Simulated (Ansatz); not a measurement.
Cost and result for the atomization energy of C3H7BSSi (13 atoms, 13 bonds).

```xyz
13

B    -1.5694    1.2247    1.0268
Si   -0.8722    1.0290   -0.8597
C     0.2197   -0.3500   -0.1310
S    -0.7509   -0.5925    1.3773
C     1.3898   -0.8879   -0.2752
C     2.5742   -1.3911   -0.4595
H    -0.8746    1.9360    1.7087
H    -2.7355    1.2046    1.3110
H    -1.7662    0.3665   -1.8584
H    -0.0775    2.0540   -1.5948
H    -1.7044   -1.3771    0.8331
H     3.4601   -0.8921   -0.0810
H     2.7069   -2.3241   -0.9972
```

The species carries charge 0 and has multiplicity 1. The bonds changed during the relaxation, so this is another structure than the one it started from. Geometry: relaxed with PBE0-D4/def2-TZVP. It is one conformer, not always the lowest. Program: Ansatz. All runs use 4 threads of an Intel Xeon on a shared host. Times are those of one run each, without the atoms' runs, and a repeat can differ threefold. Electronic energies, without spin–orbit coupling; frozen cores. CCSD(T)/CBS adds CCSD(T) − MP2 in def2-TZVPP to the MP2 limit, and its time is that of the two runs behind it. T1 = 0.014. B3LYP takes the VWN-RPA correlation (the form of Gaussian; ORCA's B3LYP/G).

CCSD(T)/CBS is a level of theory with its own doubt, some kJ/mol a heavy atom from the limit and from the frozen cores, so smaller differences don't rank the functionals.

```
                             level  functions  wall time
   PBE-D4/def2-TZVPP (with forces)        306      3.3 s
                PBE0-D4/def2-TZVPP        306      3.8 s
r2SCAN-D4/def2-TZVPP (with forces)        306      5.5 s
 B3LYP-D4/def2-TZVPP (with forces)        306      6.5 s
                 B2PLYP/def2-TZVPP        306        8 s
                ωB97X-V/def2-TZVPP        306        9 s
  ωB97M-V/def2-TZVPP (with forces)        306       13 s
                    MP2/def2-QZVPP        578       32 s
                CCSD(T)/def2-TZVPP        306    7.4 min
                 CCSD(T)/CBS(def2)          –    7.9 min
```

What atomization energy does each give, and how far from CCSD(T)/CBS? (Best estimate.)

Ansatz gave: 
| level | atomization (kcal/mol) | difference from CCSD(T)/CBS | per bond |
| --- | --- | --- | --- |
| PBE-D4/def2-TZVPP (with forces) | 1182.9 | 38.6 | 3.0 |
| PBE0-D4/def2-TZVPP | 1162.2 | 17.9 | 1.4 |
| r2SCAN-D4/def2-TZVPP (with forces) | 1160.6 | 16.3 | 1.3 |
| B3LYP-D4/def2-TZVPP (with forces) | 1151.7 | 7.4 | 0.6 |
| B2PLYP/def2-TZVPP | 1135.8 | -8.5 | -0.7 |
| ωB97X-V/def2-TZVPP | 1152.1 | 7.8 | 0.6 |
| ωB97M-V/def2-TZVPP (with forces) | 1154.3 | 10.0 | 0.8 |
| MP2/def2-QZVPP | 1151.7 | 7.4 | 0.6 |
| CCSD(T)/def2-TZVPP | 1115.4 | -28.9 | -2.2 |
| CCSD(T)/CBS(def2) | 1144.3 | 0.0 | 0.0 |

From PBE to PBE0 (25 % exact exchange), in def2-TZVPP and without D4, the atomization energy moves by −19.4 kcal/mol: exact exchange takes away binding that semilocal exchange gives to molecules. In def2-TZVPP, CCSD(T) changes the Hartree–Fock value by +277.8 kcal/mol (the triples alone add +21.2 kcal/mol) and MP2 by +297.2 kcal/mol; breaking electron pairs costs correlation energy, which Hartree–Fock lacks. The D4 term adds +13.8 kcal/mol with B3LYP and +7.2 kcal/mol with PBE0; it sums over pairs of atoms, weighted by their polarisabilities, and B3LYP, whose exchange is more repulsive, gets the larger term.
